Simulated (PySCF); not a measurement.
In(H)2(Ph), SMILES c1ccc[c](c1)[InH2], B3LYP/def2-SVP optimised geometry.

```
14

In     1.24    -1.93     0.00
H      0.31    -3.40     0.00
H      2.98    -1.93     0.00
C      0.20    -0.03     0.00
C     -1.21     0.02     0.00
C     -1.89     1.25     0.00
C     -1.17     2.45     0.00
C      0.23     2.41     0.00
C      0.90     1.19     0.00
H     -1.80    -0.90     0.00
H     -2.98     1.27     0.00
H     -1.69     3.40     0.00
H      0.80     3.35     0.00
H      2.00     1.19     0.00
```

Density from B3LYP/def2-TZVP, def2 effective core potentials past Kr (PySCF) at that geometry. The core electrons that the potentials of In replace are not part of the density.

Minimum of the electron density along straight lines between bonded atoms, close to the bond critical point (lines longer than 1.1 times the sum of covalent radii, or with two minima, are not listed):

```tsv
bond	length / Å	ρ at the minimum / e bohr⁻³	∇²ρ there / e bohr⁻⁵	position (fraction from the first atom)
In1–H2	1.741	0.101	0.11	0.63
In1–H3	1.741	0.101	0.11	0.63
In1–C4	2.171	0.097	0.16	0.51
C4–C5	1.409	0.308	-0.88	0.49
C5–C6	1.399	0.316	-0.92	0.50
C6–C7	1.399	0.316	-0.93	0.50
C7–C8	1.399	0.316	-0.93	0.50
C4–C9	1.409	0.308	-0.88	0.49
C8–C9	1.399	0.316	-0.92	0.50
C5–H10	1.095	0.281	-0.99	0.64
C6–H11	1.094	0.281	-0.98	0.65
C7–H12	1.093	0.281	-0.99	0.65
C8–H13	1.094	0.281	-0.98	0.65
C9–H14	1.095	0.281	-0.99	0.64
```
